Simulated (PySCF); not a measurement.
CH₃AlFIO. Atoms are numbered in the order given.

```xyz
8

Al     0.6871     1.0042     0.0000
F      2.3242     1.2326     0.0000
I     -0.2129    -1.2704     0.0000
O     -0.3078     2.3510     0.0000
C     -1.6614     2.6740     0.0000
H     -1.9109     3.2758    -0.8903
H     -1.9109     3.2758     0.8903
H     -2.3137     1.7816     0.0000
```

Geometry: PBE0-D3(BJ)/def2-SVP. The def2 effective core potentials stand for the cores of I; spin–orbit coupling is left out. The values are those of a single conformer.

These are PBE/def2-TZVP in PySCF values and carry that method's errors.

Gas-phase values at a fixed geometry.

```json
{
  "total_energy": "-755.02006 hartree",
  "point_group": "Cs",
  "highest_occupied_level": "-6.90 eV",
  "lowest_empty_level": "-2.03 eV",
  "orbital_gap": "4.86 eV",
  "dipole_moment": "0.416 e·Å",
  "quadrupole, principal values (traceless, Buckingham form, about the centre of nuclear charge)": "-8.55, 4.25, 4.29 D·Å",
  "mean_static_polarisability": "71.6 bohr³ (10.61 Å³)",
  "polarisability_principal_values": "57.4, 68.6, 88.9 bohr³"
}
```
